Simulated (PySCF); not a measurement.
Compound: C3H7FOSi.
Atom-mapped SMILES: `[F:1][C@@H:2]1[CH2:3][C@@H:4]1[O:5][SiH3:6]` (hydrogens: H7 on C2; H8, H9 on C3; H10 on C4; H11, H12, H13 on Si6)

The closed-shell SCF was solved with PySCF and density fitting under several settings on one GFN2-xTB geometry (grid level 2 and gas phase unless stated).

```
                                                                 settings  basis functions  SCF cycles     E (Eh)  HOMO (eV)  LUMO (eV)  dipole (D)
PBE0/6-311G**, IEF-PCM water, energy threshold 1e-08 Eh, start guess vsap              158          12  -582.7038      -7.28       0.50        2.06
                       CAM-B3LYP/pcSseg-1, fitting basis def2-qzvpp-jkfit              144          10  -582.9159      -8.83       1.68        1.73
```

Q: Estimate the row for these settings: KT2/6-311G**.

A: 
| settings | basis functions | SCF cycles | E (Eh) | HOMO (eV) | LUMO (eV) | dipole (D) |
| --- | --- | --- | --- | --- | --- | --- |
| KT2/6-311G** | 158 | 16 | -590.1405 | -6.00 | -0.51 | 1.51 |

Q: Over all rows, what range does the HOMO–LUMO gap span?

A: From 5.49 eV (KT2/6-311G**) to 10.51 eV (CAM-B3LYP/pcSseg-1, fitting basis def2-qzvpp-jkfit). The functional of the narrowest has no exact exchange, that of the widest range-separated exact exchange.

Q: And the dipole moment?

A: From 1.51 D (KT2/6-311G**) to 2.06 D (PBE0/6-311G**, IEF-PCM water, energy threshold 1e-08 Eh, start guess vsap); the largest is 1.36 times the smallest, and the median is 1.73 D.

Cycle counts include a coarse-grid stage where the run had one. All basis functions are spherical, in the Pople sets too. KT2 was designed for NMR shieldings or shifts; total energies of different functionals aren't comparable. The structure is a single GFN2-xTB conformer; no vibrational corrections.

Conformer computed: `[F:1][C@@H:2]1[CH2:3][C@@H:4]1[O:5][SiH3:6]`: C3–C4–O5–Si6 -59°.
